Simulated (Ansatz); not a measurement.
Relaxation of C₄H₁₂O₃Si (20 atoms, charge 0, multiplicity 1), to a largest force component of 0.02 eV/Å in at most 40 steps.

Level of theory: RKS PBE0/STO-3G in Ansatz 0.2.0.

```xyz
20
Properties=species:S:1:pos:R:3:forces:R:3
Si 0.000 0.000 0.000 -0.89 -1.42 0.63
C 0.000 0.000 1.870 0.12 0.23 0.28
H -1.000 -0.309 2.240 0.70 0.33 0.05
H 0.768 -0.711 2.240 -0.52 0.49 0.02
H 0.232 1.020 2.240 -0.15 -0.71 0.02
O 1.584 0.000 -0.559 -0.01 2.18 -0.44
C 2.350 -1.163 -0.836 -1.19 -0.31 0.33
H 1.719 -1.905 -1.367 0.44 -0.44 -0.06
H 3.218 -0.893 -1.473 -0.10 -0.02 0.11
H 2.714 -1.602 0.116 0.30 -0.40 -0.16
O -0.791 1.371 -0.559 1.81 1.34 0.03
C -2.151 1.418 -0.965 0.39 -1.21 0.30
H -2.769 0.822 -0.261 -0.61 0.14 -0.31
H -2.502 2.471 -0.964 0.07 -0.12 0.00
H -2.247 0.998 -1.988 -0.54 0.06 -0.07
O -0.791 -1.371 -0.559 0.47 -0.06 -1.71
C -1.536 -2.268 0.250 0.51 0.82 0.53
H -1.225 -2.158 1.310 -0.49 -0.60 0.14
H -2.619 -2.040 0.157 -0.16 -0.32 0.23
H -1.349 -3.311 -0.083 -0.13 0.02 0.10
```

Question: Where does it end, and by what steps?

Answer: The forces met the threshold. Limits of this set-up: minimal basis. After 15 steps the energy has fallen by 0.715 eV; H15 moved furthest, 1.09 Å.

| step | energy less start (eV) | largest force component (eV/Å) | accepted |
| --- | --- | --- | --- |
| 0 | 0.0000 | 2.182 | yes |
| 1 | -0.4681 | 0.830 | yes |
| 2 | -0.5630 | 0.538 | yes |
| 3 | -0.6134 | 0.314 | yes |
| 4 | -0.6526 | 0.115 | yes |
| 5 | -0.6735 | 0.137 | yes |
| 6 | -0.6753 | 0.387 | yes |
| 7 | -0.6983 | 0.141 | yes |
| 8 | -0.7035 | 0.152 | yes |
| 9 | -0.7075 | 0.235 | yes |
| 10 | -0.7101 | 0.112 | yes |
| 11 | -0.7124 | 0.161 | yes |
| 12 | -0.7136 | 0.079 | yes |
| 13 | -0.7145 | 0.034 | yes |
| 14 | -0.7148 | 0.033 | yes |
| 15 | -0.7149 | 0.012 | yes |

```xyz
20
Properties=species:S:1:pos:R:3
Si -0.015 -0.071 -0.248
C -0.035 -0.036 1.627
H -1.054 -0.008 2.021
H 0.463 -0.912 2.052
H 0.488 0.854 1.990
O 1.545 0.083 -0.913
C 2.384 -1.047 -0.568
H 1.964 -2.024 -0.887
H 3.350 -0.915 -1.090
H 2.605 -1.118 0.518
O -0.742 1.309 -0.937
C -2.170 1.343 -0.705
H -2.448 1.390 0.370
H -2.563 2.259 -1.183
H -2.711 0.482 -1.151
O -0.702 -1.494 -0.901
C -1.512 -2.255 0.023
H -0.954 -2.629 0.906
H -2.397 -1.704 0.406
H -1.892 -3.139 -0.521
```

Whether the end is a true minimum wasn't checked by a vibrational analysis.

The run took 85 s on 1 thread of Intel(R) Xeon(R) Platinum 8488C (Sapphire Rapids) (shared host), peak memory 0.18 GiB.
